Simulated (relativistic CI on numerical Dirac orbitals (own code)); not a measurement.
# Hyperfine structure of Lu45+, mass number 176

Computed by Dirac-Coulomb-Breit CI, separate exchange-only KLI orbitals for each configuration, QED by a radiative potential, unscaled Slater integrals (own radial code, finite nucleus).

Configurations in the expansion (outside the closed core [Ne]): 3s²3p⁶3d⁸, 3s²3p⁵3d⁹, 3s²3p⁴3d¹⁰, 3s3p⁶3d⁹, 3p⁶3d¹⁰, 3s3p⁵3d¹⁰, 3s²3p⁶3d⁷4s, 3s²3p⁶3d⁷4p, 3s²3p⁴3d⁹4s, 3s²3p⁶3d⁷4d, 3s²3p⁴3d⁹4p, 3s²3p⁵3d⁸4s, 3s²3p⁶3d⁷4f, 3s²3p⁴3d⁹4d, 3s3p⁵3d⁹4s, 3s²3p⁵3d⁸4p. Levels of other configurations are missing.

Nuclear spin I = 7, μ = 3.16 μN, Q = 4.92 b (tables of Stone and Pyykkö). The electronic factors are computed for point nuclear moments, without core polarisation or the Bohr-Weisskopf and QED corrections.

```tsv
Level	E (Ry)	A (MHz)	B (MHz)
3s²3p⁶3d⁸ ³F4	0.0000	14800	-227000
3s²3p⁶3d⁸ ³F3	3.8920	21630	-116000
3s²3p⁶3d⁸ ³P2	4.5468	17210	75200
3s²3p⁶3d⁸ ³P1	4.9135	-2303	-121000
3s²3p⁶3d⁸ ¹G4	4.9567	23720	-645000
3s²3p⁶3d⁸ ³F2	8.2771	37340	28000
3s²3p⁵3d⁹ ³F°4	29.0454	36900	-1.9e+06
3s²3p⁵3d⁹ ¹D°2	29.7130	21500	1.03e+06
```

Levels with J = 0, under 50 % of one LS term, or S terms without an open s electron are left out. Small factors come from cancelling terms and can be off by tens of per cent or more.

At this charge energies of transitions that change n are usually good to better than 1 %, and those within a shell (Δn = 0) to a few per cent.

Give the hyperfine levels of 3s²3p⁶3d⁸ ³F4 relative to its centre of gravity.

With K = F(F + 1) − I(I + 1) − J(J + 1), E = AK/2 + B[¾K(K + 1) − I(I + 1)J(J + 1)]/[2I(2I − 1)J(2J − 1)]: F = 3: -558500, F = 4: -467400, F = 5: -359700, F = 6: -239200, F = 7: -110800, F = 8: 19900, F = 9: 146500, F = 10: 261800, F = 11: 357700 MHz.

LS names give the leading component of a level, which can be under half, so a name can repeat, a term be missing and a line seem to break the LS rules.
